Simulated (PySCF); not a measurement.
**`C#CCC(=O)OC1=CC1`, C₇H₆O₂**

Geometry:
| atom | x (Å) | y (Å) | z (Å) |
| --- | --- | --- | --- |
| C1 | 3.222 | 1.069 | 0.003 |
| C2 | 2.611 | 0.071 | 0.250 |
| C3 | 1.835 | -1.123 | 0.528 |
| C4 | 0.457 | -0.945 | -0.077 |
| O5 | 0.067 | -1.432 | -1.098 |
| O6 | -0.285 | -0.122 | 0.706 |
| C7 | -1.523 | 0.197 | 0.303 |
| C8 | -2.514 | 0.134 | -0.534 |
| C9 | -2.718 | 0.990 | 0.703 |
| H10 | 3.779 | 1.934 | -0.202 |
| H11 | 2.315 | -1.993 | 0.074 |
| H12 | 1.749 | -1.257 | 1.609 |
| H13 | -2.950 | -0.220 | -1.433 |
| H14 | -2.696 | 2.071 | 0.618 |
| H15 | -3.354 | 0.633 | 1.505 |

Level of theory: quadratic response CAM-B3LYP/def2-SVPD first hyperpolarisability, Taylor convention, gas phase in PySCF 2.14.0. Geometry: GFN2-xTB.

**Question.** Give the tensor of the static β(0;0,0) in the axes of these coordinates.

**Answer.** In au, Taylor convention; rows are the first index (the induced dipole):
|  | xx | yy | zz | xy | xz | yz |
| --- | --- | --- | --- | --- | --- | --- |
| x | -129.6 | -23.2 | +18.9 | +51.3 | +22.2 | -1.9 |
| y | +51.3 | -28.9 | -4.3 | -23.2 | -1.9 | +0.7 |
| z | +22.2 | +0.7 | +1.5 | -1.9 | +18.9 | -4.3 |

Norm of βᵢ = ⅓ Σⱼ (βᵢⱼⱼ + βⱼᵢⱼ + βⱼⱼᵢ): 137.3 au, hyper-Rayleigh value 65.3 au.
